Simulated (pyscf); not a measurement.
# S=Mo(=S)(SH)–SH, singlet

Gas-phase minimum from PySCF at ωB97X-D3(BJ)/def2-SVP, one conformer. 

```xyz
7

S     -1.3498    -0.8205     2.2407
Mo    -1.3455    -0.0468     0.3169
S     -2.8253     1.3826     0.0575
S      0.6278     1.0422    -0.1272
S     -1.6958    -1.8528    -1.0588
H      1.4048     0.0836     0.4230
H     -2.0001    -1.1045    -2.1418
```
Charge 0, spin multiplicity 1.

Bonded distances (Å): S1–Mo2 2.074, Mo2–S3 2.074, Mo2–S4 2.297, Mo2–S5 2.297, S4–H6 1.351, S5–H7 1.351. Angles (°): S1–Mo2–S3 111.8, S1–Mo2–S4 111.0, S1–Mo2–S5 105.2, S3–Mo2–S4 105.2, S3–Mo2–S5 111.0, S4–Mo2–S5 112.8, Mo2–S4–H6 94.5, Mo2–S5–H7 94.5.

Properties at ωB97X-D3(BJ)/def2-SVP:

- Harmonic wavenumbers, unscaled = 124, 133, 137, 148, 179, 301, 319, 414, 430, 598, 615, 634, 673, 2736, 2737 cm⁻¹
- Zero-point energy = 14.5 kcal/mol
- Rotational symmetry number = 2
- Entropy of this conformer at 298 K and 1 atm, rigid rotor and harmonic oscillator, modes under 100 cm⁻¹ raised to 100 = 377.8 J/(mol K)
- Dipole moment = 1.41 D

Single-point totals, which compare only within one level:

| level | total energy (hartree) |
|---|---|
| ωB97X-D3(BJ)/def2-TZVP | -1662.46407 |
| PBE/def2-TZVP | -1661.77539 |
| r²SCAN/def2-TZVP | -1662.35093 |
| B3LYP-D3(BJ)/def2-TZVP | -1662.51729 |
| PBE0-D3(BJ)/def2-TZVP | -1661.84344 |
| M06-2X/def2-TZVP | -1662.18927 |
| ωB97M-D3(BJ)/def2-TZVP | -1662.52659 |

Soft torsions are taken as harmonic, which can shift the entropy by several J/(mol K). Elements past Kr carry the def2 core potentials, without spin-orbit coupling.
